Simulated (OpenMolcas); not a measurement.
Xe³⁺: effect of the IPEA shift

| Item | Value |
| --- | --- |
| Program | OpenMolcas |
| Basis | ANO-RCC-VTZP [7s6p4d2f1g] |
| Scalar Hamiltonian | DKH2, point nucleus |
| Active space | 3 electrons in 3 orbitals (5p) |
| State averaging | 2S+1 = 4 odd, 1 root; 2S+1 = 2 odd, 8 roots |
| Spin-orbit coupling | RASSI with atomic mean-field integrals over the reference wave functions, term energies averaged over their components |

Methods on the same reference wave functions:
A. CASSCF
B. SS-CASPT2, IPEA 0 Eh, imaginary shift 0.1 Eh (closed shells correlated: 4d 5s)
C. SS-CASPT2, IPEA 0.25 Eh, imaginary shift 0.1 Eh (closed shells correlated: 4d 5s)

Energies in cm⁻¹ above 5s² 5p³ ⁴S°_3/2, the measured ground level; measured values from Saloman, J. Phys. Chem. Ref. Data 33, 765 (2004).

```
          Level      A      B      C  Measured
5s² 5p³ ⁴S°_3/2    0.0    0.0    0.0       0.0
5s² 5p³ ²D°_3/2  17505  14150  14070     13267
5s² 5p³ ²D°_5/2  21226  17880  17820     17511
5s² 5p³ ²P°_1/2  33964  29270  29100     28036
5s² 5p³ ²P°_3/2  39675  35420  35280     35650
```

Deviations, from unrounded energies. A percentage is the sum of absolute deviations over the sum of measured energies, with the sign that they share, or ± where signs differ.

| Against measurement | Levels | A | B | C |
| --- | --- | --- | --- | --- |
| mean absolute deviation (cm-1) | 4 | 4500 | 680 | 640 |
| other terms of the ground configuration (%) | 4 | +19.0 | ±2.9 | ±2.7 |

C lies closest to measurement on these levels and A furthest from it. The largest miss of C in the table is 5s² 5p³ ²P°_1/2, by +1100 cm-1. The ranking rests on the paired levels alone, and a cruder setting can come out closer through cancelling errors.

Between B and C the level of the table that moves most is 5s² 5p³ ²P°_1/2, by 170 cm-1 (lowest in C, highest in B). Moves below CASPT2's spread within the term are not significant.

The mean deviations of B to C differ by less than CASPT2's widest spread within a term (81 cm-1), so their order carries little weight.

From A to B the spin-free energies of the other terms of 5s² 5p³ shown, above ⁴S°, scale by factors of 0.80 to 0.84.

The lowest spin-free term lies below A's lowest term by 0.546 hartree in B, 0.535 hartree in C.

CASPT2 does not keep the components of a term degenerate, so their means are used; among the terms shown or strongly mixed into the levels shown the widest spread is 81 cm-1 (5s² 5p³ ²P°, C). With the s shell closed, the reference lacks s² → p² mixing. Computed and measured levels are paired by configuration, term and J; levels that our copy of the source lacks, or whose pairing is in doubt (as where it misses far off the trend of its configuration), stay unpaired and out of the deviations. Levels of configurations outside the active space are missing.

° marks odd parity.
